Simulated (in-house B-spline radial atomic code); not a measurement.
## BLYP excitations of the gallium ion Ga³⁺

Method: BLYP. Computed with an all-electron radial atomic-structure program (B-spline basis): linear response of the closed shell [Ar] 3d10 with the functional's adiabatic kernel; non-relativistic, point nucleus, no spin-orbit coupling, no double excitations, S, P, D and F terms only. Only terms of natural parity with L up to 3 were computed.

Without relativity these are model numbers for so heavy an element.

Command:
```bash
python run_td.py task.json out
```
Settings (radii: box in bohr, nucleus in fm):
```
Z                        31
electrons                28
configuration            [Ar] 3d10
hamiltonian              nr
method                   b88,lyp
box_radius               23.08
intervals                55
```

Run time, properties included: 0.7 s on 1 thread of Intel(R) Xeon(R) Platinum 8488C (Sapphire Rapids), with other jobs on the host.

The lowest states, in the order of their Tamm-Dancoff energies; the method's threshold (minus the highest occupied level) is 52.84 eV. Labels give the largest channel, * marks a mixed state, and oscillator strengths are full-response dipole values. Semilocal kernels can invert the small singlet-triplet splittings of Rydberg terms. Energies in eV:

| state | full response | Tamm-Dancoff | oscillator strength |
| --- | --- | --- | --- |
| 3d → 4s 3D | 16.014 | 16.035 | - |
| 3d → 4s 1D | 16.685 | 16.695 | - |
| 3d → 4p 3P | 24.769 | 24.791 | - |
| 3d → 4p 3F | 24.837 | 24.854 | - |
| 3d → 4p 1F | ? | ? | - |
| 3d → 4p 1P | 26.195 | 26.272 | 0.487 |
| 3d → 4d 3S | 36.68 | 36.70 | - |
| 3d → 4d 3D | 37.00 | 37.00 | - |
| 3d → 4d 1D | 37.37 | 37.38 | - |
| 3d → 5s 3D | ? | ? | - |

Task: Where does 3d → 5s 3D lie?

Result: At 37.83 eV in full response, 37.83 eV in Tamm-Dancoff.

Task: Where does 3d → 4p 1F lie?

Result: At 25.293 eV in full response, 25.294 eV in Tamm-Dancoff.

Task: How large is the singlet-triplet splitting of 3d → 4s (D terms) in Tamm-Dancoff?

Result: 0.66 eV, from the unrounded values.

Task: What polarisabilities and dispersion coefficient does the method give?

Result: Dipole 1.465 bohr³, quadrupole 3.116 bohr⁵, C6 3.272 hartree·bohr⁶ for two such species.
